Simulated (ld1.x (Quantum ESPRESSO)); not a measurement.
Building the TM potential for Nd (PBE, scalar-relativistic).

ld1.x (Quantum ESPRESSO) 7.5 input, shortened:

```
&input
   title='Nd', zed=60., rel=1, dft='PBE', iswitch=3,
   config='[Xe] 4f4 5d0 6s2 6p0'
 /
 &inputp
   pseudotype=2, tm=.true., lloc=3,
   nlcc=.true., new_core_ps=.true., rcore=0.45
 /
4
5S  1  0   2.00   0.00  2.10  2.10  0.0
5P  2  1   6.00   0.00  2.30  2.30  0.0
5D  3  2   0.00   0.00  3.30  3.30  0.0
4F  4  3   4.00   0.00  0.95  0.95  0.0
 &test
   configts(1)='4f4 5s2 5p6 5d0 6s2 6p0'
 /
```

Occupied shells without a wave of their own: 6s. They enter only through the test configuration that unscreens the potential, and ld1.x also counts them in the model core charge.

Problem. Estimate the cutoffs (Ry, on a coarse ladder) from which the occupation-weighted sum of valence levels, in a spherical-Bessel basis at the reference potential, stays within 10 and 1 mRy of its value at 400 Ry.

Solution. 300 Ry and over 300 Ry.

Problem. What does a ghost test show?

Solution. Ghost states, extra bound levels that the all-electron valence spectrum of the same l lacks: s at -829.5 eV, p at -536.2 eV, d at -239.2 eV, s at -93.6 eV. A true bound ghost makes a file unfit for plane-wave use.

Problem. Which valence shell sets the plane-wave cutoff?

Solution. 4f: its level needs over 300 Ry to come within 1 mRy, against 200 Ry for 6s.

Problem. Tests: 4f4 5s2 5p6 5d0 6s1 6p0; 4f4 5s2 5p6 5d0 6s0 6p0; 4f3 5s2 5p6 5d0 6s0 6p0; 4f4 5s2 5p6 5d0.5 6s1.5 6p0; 4f4 5s1 5p6 5d0 6s2 6p0; 4f5 5s2 5p6 5d0 6s0 6p0; 4f4 5s2 5p6 5d1 6s0 6p0. Which has the largest error in its energy relative to the reference configuration, and how large is it?

Solution. 4f3 5s2 5p6 5d0 6s0 6p0, with -656 meV (all-electron minus pseudo) on +39.03 eV.

ld1.x takes every shell without a wave as core, so the model core holds the 6s electrons as well and exchange and correlation see them twice. This cancels in the reference configuration, but the file is broken for other ones, and its errors say nothing about a proper core correction.
